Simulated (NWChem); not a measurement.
System: C2H3Br; SMILES C=CBr

Output (shortened):

```
             Northwest Computational Chemistry Package (NWChem) 7.3.0
             --------------------------------------------------------

 CS  symmetry detected

                             Geometry "geometry" -> ""
                             -------------------------

 Output coordinates in angstroms (scale by  1.889725989 to convert to a.u.)

  No.       Tag          Charge          X              Y              Z
 ---- ---------------- ---------- -------------- -------------- --------------
    1 C                    6.0000    -0.32483532     2.10233179     0.00000000
    2 C                    6.0000     0.51436884     1.07253747     0.00000000
    3 Br                  35.0000    -0.04014190    -0.72346953     0.00000000
    4 H                    1.0000    -1.40965447     1.97366874     0.00000000
    5 H                    1.0000     0.07580234     3.11980738     0.00000000
    6 H                    1.0000     1.60161747     1.17874170     0.00000000

 Effective nuclear repulsion energy (a.u.)     144.7797754878

      Symmetry information
      --------------------

 Group name             Cs
 Group number              2
 Group order               2
 No. of unique centers     6

                                 NWChem DFT Module
                                 -----------------

 Summary of "ao basis" -> "ao basis" (spherical)
 ------------------------------------------------------------------------------
       Tag                 Description            Shells   Functions and Types
 ---------------- ------------------------------  ------  ---------------------
 C                         def2-tzvpd               13       37   6s3p3d1f
 Br                        def2-tzvpd               19       57   7s6p5d1f
 H                         def2-tzvpd                5        9   3s2p

      Symmetry analysis of basis
      --------------------------

        a'        109
        a"         49

            General Information
            -------------------
          SCF calculation type: DFT
          Wavefunction type:  closed shell.
          No. of atoms     :     6
          No. of electrons :    50
           Alpha electrons :    25
            Beta electrons :    25
          Charge           :     0
          Spin multiplicity:     1
          Use of symmetry is: on ; symmetry adaption is: on
          Maximum number of iterations: 150
          AO basis - number of functions:   158
                     number of shells:    60
          Convergence on energy requested:  1.00D-06
          Convergence on density requested:  1.00D-05
          Convergence on gradient requested:  5.00D-04

              XC Information
              --------------
                  TPSS metaGGA Exchange Functional  1.000
             TPSS03 metaGGA Correlation Functional  1.000

             Grid Information
             ----------------
          Grid used for XC integration:  medium
          Radial quadrature: Mura-Knowles
          Angular quadrature: Lebedev.
          Tag              B.-S. Rad. Rad. Pts. Rad. Cut. Ang. Pts.
          ---              ---------- --------- --------- ---------
          C                   0.70       49          13.0       434
          Br                  1.15      112          12.0       590
          H                   0.35       45          13.0       434
          Grid pruning is: on
          Number of quadrature shells:   345
          Spatial weights used:  Erf1

      Superposition of Atomic Density Guess
      -------------------------------------

 Sum of atomic energies:       -2649.24141599

      Non-variational initial energy
      ------------------------------

 Total energy =   -2650.544297
 1-e energy   =   -3972.263823
 2-e energy   =    1176.939750
 HOMO         =      -0.298834
 LUMO         =       0.008681

      Symmetry analysis of molecular orbitals - initial
      -------------------------------------------------

  Numbering of irreducible representations:

     1 a'          2 a"

  Orbital symmetries:

     1 a'          2 a'          3 a'          4 a'          5 a"
     6 a'          7 a'          8 a'          9 a'         10 a'
    11 a"         12 a'         13 a'         14 a"         15 a'
    16 a"         17 a'         18 a'         19 a'         20 a'
    21 a'         22 a"         23 a'         24 a'         25 a"
    26 a"         27 a'         28 a'         29 a'         30 a'
    31 a"         32 a'         33 a'         34 a'         35 a'

     ---------------------------------------------
      Total Density - Mulliken Population Analysis
     ---------------------------------------------

    Atom       Charge   Shell Charges
 -----------   ------   -------------------------------------------------------
    1 C    6     6.53   0.86  1.12  0.58  0.65  0.16  0.01  1.25  1.35  0.48  0.01  0.03  0.03  0.01
    2 C    6     5.79   0.86  1.12  0.55  0.63  0.18 -0.02  1.05  1.21  0.13  0.02  0.08 -0.02  0.01
    3 Br  35    35.29   2.00  2.00  1.16  0.77  1.00  1.04  0.08  6.00  5.94  1.27  2.80  1.18  0.01  8.98  1.03 -0.01  0.04  0.00  0.01
    4 H    1     0.81   0.24  0.45  0.10  0.02  0.00
    5 H    1     0.81   0.23  0.44  0.08  0.02  0.02
    6 H    1     0.77   0.24  0.45  0.08  0.02 -0.01

   convergence    iter        energy       DeltaE   RMS-Dens  Diis-err
 ---------------- ----- ----------------- --------- --------- ---------
 d= 0,ls=0.0,diis     1  -2652.0516445026 -2.80D+03  5.43D-03  7.48D-01
 d= 0,ls=0.0,diis     2  -2652.0110058459  4.06D-02  4.08D-03  7.63D-01
 d= 0,ls=0.0,diis     3  -2652.0523713484 -4.14D-02  2.00D-03  3.30D-01
 d= 0,ls=0.0,diis     4  -2652.0952441830 -4.29D-02  7.48D-04  1.93D-02
 d= 0,ls=0.0,diis     5  -2652.0972367368 -1.99D-03  2.41D-04  2.95D-03
  Resetting Diis
 d= 0,ls=0.0,diis     6  -2652.0976787817 -4.42D-04  4.32D-05  3.27D-05
 d= 0,ls=0.0,diis     7  -2652.0976822610 -3.48D-06  2.53D-05  2.49D-06
 d= 0,ls=0.0,diis     8  -2652.0976821240  1.37D-07  1.17D-05  3.71D-06
 d= 0,ls=0.0,diis     9  -2652.0976825229 -3.99D-07  1.87D-06  1.67D-07

         Total DFT energy =    -2652.097682522900
      One electron energy =    -3973.845921290542
           Coulomb energy =     1280.122352725483
    Exchange-Corr. energy =     -103.153889445600
 Nuclear repulsion energy =      144.779775487759

 Numeric. integr. density =       49.999999287475

                  Occupations of the irreducible representations
                  ----------------------------------------------

                     irrep           alpha         beta
                     --------     --------     --------
                     a'               19.0         19.0
                     a"                6.0          6.0

                       DFT Final Molecular Orbital Analysis
                       ------------------------------------

 Vector   23  Occ=2.000000D+00  E=-3.154414D-01  Symmetry=a"
              MO Center=  1.2D-01,  3.9D-01, -3.4D-15, r^2= 2.4D+00
   Bfn.  Coefficient  Atom+Function         Bfn.  Coefficient  Atom+Function
  ----- ------------  ---------------      ----- ------------  ---------------
    93      0.361058  3 Br pz                87     -0.246316  3 Br pz
    46      0.242486  2 C  pz                49      0.223114  2 C  pz
    90      0.218816  3 Br pz                96      0.175481  3 Br pz
     9      0.162201  1 C  pz                12      0.145729  1 C  pz
    52      0.084997  2 C  pz                84      0.075290  3 Br pz

 Vector   24  Occ=2.000000D+00  E=-2.623525D-01  Symmetry=a'
              MO Center=  2.7D-03, -5.9D-01, -1.6D-15, r^2= 1.8D+00
   Bfn.  Coefficient  Atom+Function         Bfn.  Coefficient  Atom+Function
  ----- ------------  ---------------      ----- ------------  ---------------
    91      0.502508  3 Br px                85     -0.342195  3 Br px
    88      0.310743  3 Br px                94      0.298988  3 Br px
     5      0.158113  1 C  s                 92     -0.147421  3 Br py
    82      0.104356  3 Br px                86      0.098977  3 Br py
   152     -0.091640  6 H  s                 89     -0.089271  3 Br py

 Vector   25  Occ=2.000000D+00  E=-2.333669D-01  Symmetry=a"
              MO Center= -3.7D-02,  5.5D-01, -8.7D-16, r^2= 3.1D+00
   Bfn.  Coefficient  Atom+Function         Bfn.  Coefficient  Atom+Function
  ----- ------------  ---------------      ----- ------------  ---------------
    93      0.386246  3 Br pz                87     -0.261069  3 Br pz
     9     -0.252487  1 C  pz                96      0.241545  3 Br pz
    90      0.239700  3 Br pz                12     -0.230156  1 C  pz
    46     -0.192273  2 C  pz                49     -0.171169  2 C  pz
    15     -0.111301  1 C  pz                52     -0.089116  2 C  pz

 Vector   26  Occ=0.000000D+00  E=-4.655773D-02  Symmetry=a"
              MO Center=  9.9D-03,  1.5D+00, -3.3D-13, r^2= 3.0D+00
   Bfn.  Coefficient  Atom+Function         Bfn.  Coefficient  Atom+Function
  ----- ------------  ---------------      ----- ------------  ---------------
    49      0.324414  2 C  pz                46      0.315366  2 C  pz
    12     -0.298312  1 C  pz                 9     -0.292012  1 C  pz
    52      0.203317  2 C  pz                15     -0.173591  1 C  pz
    96     -0.142799  3 Br pz                93     -0.112726  3 Br pz
   140     -0.098312  4 H  pz               149     -0.085552  5 H  pz

 Vector   27  Occ=0.000000D+00  E=-2.732020D-02  Symmetry=a'
              MO Center=  5.6D-02, -3.7D-01, -1.4D-15, r^2= 4.9D+00
   Bfn.  Coefficient  Atom+Function         Bfn.  Coefficient  Atom+Function
  ----- ------------  ---------------      ----- ------------  ---------------
   152      0.456052  6 H  s                 41      0.384550  2 C  s
    98     -0.360621  3 Br py                95     -0.354841  3 Br py
    50     -0.351331  2 C  px                 5     -0.349123  1 C  s
    92     -0.294312  3 Br py                48     -0.267084  2 C  py
    80     -0.266143  3 Br s                  6      0.264426  1 C  s

 Vector   28  Occ=0.000000D+00  E= 3.831541D-03  Symmetry=a'
              MO Center=  7.5D-01,  1.4D+00,  1.8D-13, r^2= 1.1D+01
   Bfn.  Coefficient  Atom+Function         Bfn.  Coefficient  Atom+Function
  ----- ------------  ---------------      ----- ------------  ---------------
    42      4.837185  2 C  s                143     -2.858708  5 H  s
   152     -2.658144  6 H  s                 14      2.244587  1 C  py
     6      1.845942  1 C  s                 43      1.410007  2 C  s
   134     -1.398884  4 H  s                  5     -1.177922  1 C  s
    51      1.083295  2 C  py                63     -0.861868  2 C  d -2

     ---------------------------------------------
      Total Density - Mulliken Population Analysis
     ---------------------------------------------

    Atom       Charge   Shell Charges
 -----------   ------   -------------------------------------------------------
    1 C    6     6.55   0.86  1.12  0.54  0.63  0.24  0.01  1.31  1.24  0.54  0.02  0.04  0.02  0.01
    2 C    6     5.95   0.86  1.12  0.54  0.64  0.12 -0.03  1.26  1.25  0.15  0.02  0.09 -0.06  0.01
    3 Br  35    35.26   2.00  2.01  1.16  0.77  1.05  1.04  0.10  6.00  5.92  1.35  2.66  1.12  0.02  8.94  1.02  0.05  0.05  0.00  0.01
    4 H    1     0.74   0.27  0.49 -0.05  0.02  0.01
    5 H    1     0.78   0.27  0.49 -0.03  0.02  0.03
    6 H    1     0.72   0.27  0.48 -0.04  0.02 -0.01

     -------------------------------------------
      Total Density - Lowdin Population Analysis
     -------------------------------------------

    Atom       Charge   Shell Charges
 -----------   ------   -------------------------------------------------------
    1 C    6     6.11   0.91  1.03  0.35  0.30  0.13  0.07  1.11  1.26  0.46  0.02  0.20  0.22  0.03
    2 C    6     6.69   0.91  1.04  0.35  0.30  0.14  0.09  1.08  1.25  0.53  0.02  0.36  0.58  0.04
    3 Br  35    34.36   2.00  2.00  1.15  0.82  0.75  0.61  0.15  5.98  5.65  1.62  2.26  1.02  0.10  8.52  1.24  0.25  0.10  0.13  0.02
    4 H    1     0.94   0.25  0.35  0.12  0.06  0.17
    5 H    1     0.94   0.25  0.35  0.12  0.06  0.17
    6 H    1     0.96   0.25  0.35  0.12  0.06  0.18

     Multipole analysis of the density
     ---------------------------------

     L   x y z        total         alpha         beta         nuclear
     -   - - -        -----         -----         ----         -------
     0   0 0 0     -0.000000    -25.000000    -25.000000     50.000000

     1   1 0 0      0.118003      0.059001      0.059001     -0.000000
     1   0 1 0      0.533253      0.266626      0.266626     -0.000000
     1   0 0 1     -0.000000     -0.000000     -0.000000      0.000000

     2   2 0 0    -21.683494    -23.045873    -23.045873     24.408253
     2   1 1 0      0.448580      0.989835      0.989835     -1.531091
     2   1 0 1      0.000000      0.000000      0.000000      0.000000
     2   0 2 0    -20.478431   -129.437945   -129.437945    238.397459
     2   0 1 1      0.000000      0.000000      0.000000      0.000000
     2   0 0 2    -24.505009    -12.252504    -12.252504      0.000000
```

Level: TPSS/def2-TZVPD. Structure relaxed at the PBE0/def2-SVP level.

Q: Reconstruct the input file.

A: One answer among several that fit: the input that was run:
```
start job
memory heap 200 mb stack 900 mb global 1100 mb
geometry units angstroms noautoz
  C     -0.337241     2.096033     0.000000
  C      0.511994     1.074495     0.000000
  Br    -0.024926    -0.726849     0.000000
  H     -1.420750     1.956767     0.000000
  H      0.053427     3.117378     0.000000
  H      1.598152     1.191327     0.000000
end
basis spherical
  * library def2-tzvpd
end
dft
  xc xtpss03 ctpss03
  iterations 150
  mulliken
end
task dft energy
```
